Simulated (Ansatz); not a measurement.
Mulliken charges of C$_{2}$H$_{5}$BrSSi, SMILES `[SiH3]C(Br)C=S` from r2SCAN/def2-TZVPP in Ansatz (PBE0-D4/def2-TZVP geometry).

```json
{"atom": "Si1", "x (Å)": "-0.933", "y (Å)": "-0.941", "z (Å)": "0.287", "charge (e)": "0.266"}
{"atom": "C2", "x (Å)": "0.636", "y (Å)": "0.143", "z (Å)": "0.327", "charge (e)": "0.001"}
{"atom": "Br3", "x (Å)": "0.555", "y (Å)": "1.172", "z (Å)": "1.989", "charge (e)": "-0.127"}
{"atom": "C4", "x (Å)": "0.679", "y (Å)": "1.033", "z (Å)": "-0.845", "charge (e)": "-0.050"}
{"atom": "S5", "x (Å)": "1.529", "y (Å)": "0.726", "z (Å)": "-2.178", "charge (e)": "-0.173"}
{"atom": "H6", "x (Å)": "-2.111", "y (Å)": "-0.044", "z (Å)": "0.213", "charge (e)": "-0.042"}
{"atom": "H7", "x (Å)": "-0.961", "y (Å)": "-1.754", "z (Å)": "1.525", "charge (e)": "-0.042"}
{"atom": "H8", "x (Å)": "-0.867", "y (Å)": "-1.809", "z (Å)": "-0.915", "charge (e)": "-0.048"}
{"atom": "H9", "x (Å)": "1.521", "y (Å)": "-0.490", "z (Å)": "0.380", "charge (e)": "0.102"}
{"atom": "H10", "x (Å)": "0.035", "y (Å)": "1.913", "z (Å)": "-0.780", "charge (e)": "0.113"}
```

Q: By hand: the dipole of these point charges (1 e Å = 4.8032 D).

A: Σ q r = (-0.287, -0.248, 0.165) e Å, of length 0.414 e Å = 1.99 D.

Q: How does the dipole of the full density compare? (Estimate.)

A: Ansatz gave: (-0.212, -0.179, 0.139) e Å, 1.49 D; the point charges give 1.34 times that, at 3° from its direction.

Point charges leave out the atoms' own dipoles, such as those of lone pairs, and Mulliken's split depends on the basis, so the two needn't agree.
